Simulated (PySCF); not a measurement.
Gas-phase equilibrium of 1 mol H₂S, 35 mol H₂ at 2500 K and 0.00100 bar, among 9 species (S₂, S₆, H₂S₂, H, H₂S, SH, H₂, S₈, S). Only gases are allowed; each row takes one source of thermochemistry for all species, and Cantera finds the minimum.

Method: PySCF energies plus ideal-gas RRHO corrections (1 bar). † marks an energy on the PBE0/def2-TZVP geometry and frequencies; other levels use their own. CCSD(T) freezes the core. 6-31G* has spherical d functions here. Open shells (unrestricted) among the columns below: S₂ (multiplicity 3), H (multiplicity 2), SH (multiplicity 2, electronic degeneracy 4), S (multiplicity 3, electronic degeneracy 9); the rest are closed-shell singlets. Spin-orbit splitting is ignored; it lowers the true energy and changes the entropy of SH, S. B3LYP is the form with VWN-RPA correlation. CCSD(T) isn't extrapolated to the basis-set limit. The harmonic model lacks anharmonicity and excited electronic states, which grow with temperature; levels with a mode under 35 cm⁻¹ are left out.

Molecules larger than those listed are left out.

Mole fractions:

```csv
thermochemistry,x H,x H₂,x S,x SH,x S₂,x H₂S
B3LYP/6-31G*,0.54,0.44,0.019,0.00079,4.7e-5,8.4e-6
CCSD(T)/def2-SVP†,0.75,0.24,0.017,0.00032,2.2e-6,3.4e-6
HF/def2-TZVP†,0.98,0.0071,0.014,7.8e-6,2.6e-9,1.5e-9
PBE/def2-TZVP†,0.71,0.27,0.014,0.0014,0.0010,3.3e-5
r2SCAN/def2-TZVP†,0.62,0.36,0.016,0.0015,0.00060,3.0e-5
ωB97M-V/def2-TZVP†,0.59,0.39,0.017,0.0016,0.00021,4.6e-5
```
The most sensitive of these is S₂: it spans a factor of 10^5.6 over these rows; at this temperature one factor of ten is RT ln 10 = 48 kJ/mol.
